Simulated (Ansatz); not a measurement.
Reaction (redistribution): `C[O][Al]([F])[SH]` + `N=[CH][SnH3]` → `N=[CH][Al]([F])[SH]` + `C[O][SnH3]`

Program: Ansatz. Geometries: PBE0-D4/def2-TZVP. ΔE: electronic, gas phase. CBS: MP2 limit from def2 TZ/QZ plus the TZ coupled-cluster correction, frozen cores. This one scheme is used for every species. DFT in def2-TZVPP. Elements past krypton have def2 core potentials. For Sn outer-core shells are correlated without core-valence functions, which leaves a few kJ/mol of doubt a bond. Each species was taken in one conformer, which may not be the lowest.

Task: Is it downhill or uphill in electronic energy at CCSD(T)/CBS, and by how much? (Estimate.)

Result: Ansatz gave: Uphill: ΔE = +90.1 kJ/mol.

Task: What do these levels give: r2SCAN-D4, PBE0-D4, B2PLYP, MP2/def2-TZVPP, HF/CBS(def2), MP2/CBS(def2)? (An estimate is asked.)

Result: Ansatz gave: r2SCAN-D4 92.1, PBE0-D4 90.7, B2PLYP 94.8, MP2/def2-TZVPP 97.0, HF/CBS(def2) 102.3, MP2/CBS(def2) 91.8 kJ/mol.

Largest T1 diagnostic among the species: 0.014.

From PBE to PBE0 (25 % exact exchange), in def2-TZVPP and without D4, ΔE moves by +5.8 kJ/mol. In def2-TZVPP, CCSD(T) changes the Hartree–Fock value by −7.2 kJ/mol (the triples alone add −3.0 kJ/mol) and MP2 by −5.5 kJ/mol.
